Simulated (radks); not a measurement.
Problem. Species: Mg4+. Configuration: [He] 2s2 2p3 3s1 (not the ground configuration). Calculated with a radial shooting solver on a logarithmic mesh with Libxc functionals: scalar-relativistic Kohn-Sham, LDA (Slater exchange, Perdew-Wang correlation), spin-unpolarised, spherical densities, finite nucleus; Fermi nuclear charge, rms radius 3.057 fm. Some entries of the table are withheld. Estimate them.

orbital  occ.  eigenvalue (eV)  <r> (bohr)
1s          2        -1380.916      0.1309
2s          2        -177.3651      0.6331
2p          3        -147.4776      0.5799
3s          1              (1)       1.799
3p          0         -44.4692       1.874
3d          0         -34.6499       1.894
4s          0         -23.3131       3.636
4f          0         -15.9625         (2)

Solution. 
(1) 3s eigenvalue (eV): -51.9339
(2) 4f <r> (bohr): 3.702
